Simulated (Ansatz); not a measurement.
Species: C3H6S, SMILES `C=CCS` (C–C–C–S torsion -117°, C–C–S–H torsion 57°) (charge 0, multiplicity 1).

Problem. Give a relaxed geometry from B3LYP-D3(BJ)/def2-TZVP (Ansatz, a program for electronic structure).

Solution. This is not unique; one that fits is the end point of this relaxation, one of several conformers (outside a Z-matrix the atoms follow the SMILES, hydrogens last).
Bond lengths (Å): C1–C2 1.327, C1–H5 1.084, C1–H6 1.082, C2–C3 1.490, C2–H7 1.085, C3–S4 1.838, C3–H8 1.092, C3–H9 1.089, S4–H10 1.343. Bond angles (°): C2–C1–H5 121.5, C2–C1–H6 121.6, H5–C1–H6 116.9, C1–C2–C3 124.0, C1–C2–H7 120.2, C3–C2–H7 115.9, C2–C3–S4 112.5, C2–C3–H8 111.2, C2–C3–H9 111.5, S4–C3–H8 103.6, S4–C3–H9 109.7, H8–C3–H9 108.1, C3–S4–H10 96.2.
